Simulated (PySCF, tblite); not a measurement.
Isomers of C3H9NOSi3. Level: GFN2-xTB in tblite, geometry and Hessian alike; calculated harmonic values, unscaled, isolated species. The method is semi-empirical: single wavenumbers can be off by several per cent or more. Modes of hydrogen on silicon can be 10 to 20 % off. One conformer each.

Electronic energies: PBE0/pcSseg-1 single points on the GFN2-xTB geometries (PySCF, gas phase).

| SMILES | electronic energy, lowest = 0 (kcal/mol) |
| --- | --- |
| N#C[C@@H](C=O)[SiH]([SiH3])[SiH3] | 74.8 |
| N#C[Si@H]1C[Si@H](O[SiH3])C1 | 0.0 |
| CC(=O)[Si]([SiH3])([SiH3])C#N | 61.8 |

Q: How do GFN2-xTB zero-point energies change the relative energies?

A: 
```json
{"SMILES": "N#C[Si@H]1C[Si@H](O[SiH3])C1", "ZPE (kcal/mol)": "67.0", "of it from modes above 1550 cm⁻¹": "36.8", "electronic (kcal/mol)": "0.0", "with ZPE, lowest = 0 (kcal/mol)": "0.0", "lowest mode (cm⁻¹)": "7", "rings": "1"}
{"SMILES": "CC(=O)[Si]([SiH3])([SiH3])C#N", "ZPE (kcal/mol)": "63.9", "of it from modes above 1550 cm⁻¹": "38.0", "electronic (kcal/mol)": "61.8", "with ZPE, lowest = 0 (kcal/mol)": "58.8", "lowest mode (cm⁻¹)": "10i", "rings": "0"}
{"SMILES": "N#C[C@@H](C=O)[SiH]([SiH3])[SiH3]", "ZPE (kcal/mol)": "62.9", "of it from modes above 1550 cm⁻¹": "36.3", "electronic (kcal/mol)": "74.8", "with ZPE, lowest = 0 (kcal/mol)": "70.7", "lowest mode (cm⁻¹)": "35", "rings": "0"}
```

The zero-point energies span 4.1 kcal/mol, from `N#C[C@@H](C=O)[SiH]([SiH3])[SiH3]` to `N#C[Si@H]1C[Si@H](O[SiH3])C1`. Slightly imaginary modes are left out of the zero-point energy: `CC(=O)[Si]([SiH3])([SiH3])C#N` 10.0i cm⁻¹. The order is unchanged.

Q: And how do the electronic energies of GFN2-xTB itself compare?

A: `N#C[Si@H]1C[Si@H](O[SiH3])C1` 0.0; `CC(=O)[Si]([SiH3])([SiH3])C#N` 74.3; `N#C[C@@H](C=O)[SiH]([SiH3])[SiH3]` 64.4 kcal/mol, lowest = 0. Against the energies above, taken from the same isomer `N#C[Si@H]1C[Si@H](O[SiH3])C1`, the largest difference is 12.5 kcal/mol.
